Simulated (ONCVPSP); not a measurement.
## Pseudopotential generation for La (Z = 57): ONCV, PBEsol, non-relativistic.

ONCVPSP 4.0.1 input, shortened (lines: element, Z, core and valence counts, functional; n l f; lmax; l rc ep ncon nbas qcut; lloc lpopt rc5 dvloc0; l nproj debl; icmod fcfact rcfact), PBEsol, non-relativistic:

```
  La 57.00    9    4  -116133      upf
    1    0    2.00
    2    0    2.00
    2    1    6.00
    3    0    2.00
    3    1    6.00
    3    2   10.00
    4    0    2.00
    4    1    6.00
    4    2   10.00
    5    0    2.00
    5    1    6.00
    5    2    1.00
    6    0    1.50
    3
    0    2.55    0.00    5    8    5.00
    1    2.55    0.00    5    9    6.70
    2    3.65    0.00    3    7    3.60
    3    3.50    0.03    3    7    3.10
    4    5    2.10    0.00
    0    2    1.00
    1    2    1.30
    2    2    1.70
    3    2    1.20
    1    0.65    0.00
```

In the f channel the program set the typed energies aside and used -0.389, 0.811 Ha.

Problem. Does the generator finish with these settings?

Solution. Yes, a potential is produced and its reference levels are reproduced.

Problem. Estimate the cutoffs (Ha) at which the residual kinetic energy of the hardest occupied pseudo-wave falls to 1 and 0.1 mHa per electron.

Solution. 13 Ha and 16 Ha. The cutoffs count occupied waves only; projector 2 of the f channel, the hardest unoccupied one, needs 40 Ha at the loose tolerance.

Problem. What does a ghost test show?

Solution. No bound ghost flagged; GHOST(+) flagged for s at 103.7 eV.

Problem. Which valence shell sets the plane-wave cutoff?

Solution. 5p: 13 Ha for 1 mHa per electron, against 10 Ha for 5s.

Problem. Tests: 5s2 5p6 5d1 6s2; 5s2 5p6 5d1 6s1; 5s2 5p6 5d1 6s0; 5s2 5p6 5d0 6s2 6p1. Which has the largest error in its energy relative to the reference configuration, and how large is it?

Solution. 5s2 5p6 5d0 6s2 6p1, with +26 meV (all-electron minus pseudo) on +0.67 eV.
